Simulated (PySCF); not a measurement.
C₄H₃F₄NO.
InChI=1S/C4H3F4NO/c1-9-2-3(5)10-4(6,7)8/h2H,1H2/b3-2-

Torsions of this conformer, `[CH2:1]=[N:2]/[CH:3]=[C:4](/[F:5])[O:6][C:7]([F:8])([F:9])[F:10]`: C1–N2–C3–C4 180°, C3–C4–O6–C7 180°, C4–O6–C7–F8 180°.

The closed-shell ground state was solved at several levels (PySCF, density fitting, gas phase, non-relativistic). Isolated species at its GFN2-xTB geometry (one conformer only).

| level | basis functions | HOMO (eV) | LUMO (eV) | gap (eV) | dipole (D) |
| --- | --- | --- | --- | --- | --- |
| PBE0/pcSseg-1 | 185 | -7.38 | -1.44 | 5.94 | 3.01 |
| PBE0/def2-SVPD | 239 | -7.42 | -1.53 | 5.89 | 3.10 |

**Question.** Estimate the row for B3LYP/def2-SVPD, a basis of 239 functions; the other rows only guide the guess.

**Answer.** HOMO -7.23 eV, LUMO -1.78 eV, gap 5.45 eV, dipole 3.11 D.

**Question.** Over all these levels, which gives the widest orbital gap and which the narrowest?

**Answer.** PBE0/pcSseg-1 (global hybrid, 25 % exact exchange) has the widest, 5.94 eV, and B3LYP/def2-SVPD (global hybrid, 20 % exact exchange) the narrowest, 5.45 eV. Functional and basis both differ between the two, so the spread mixes both effects.

**Question.** How far do the dipole and the HOMO energy spread over the levels?

**Answer.** The dipole runs from 3.01 to 3.11 D (mean 3.07 D) and the HOMO from -7.42 to -7.23 eV.
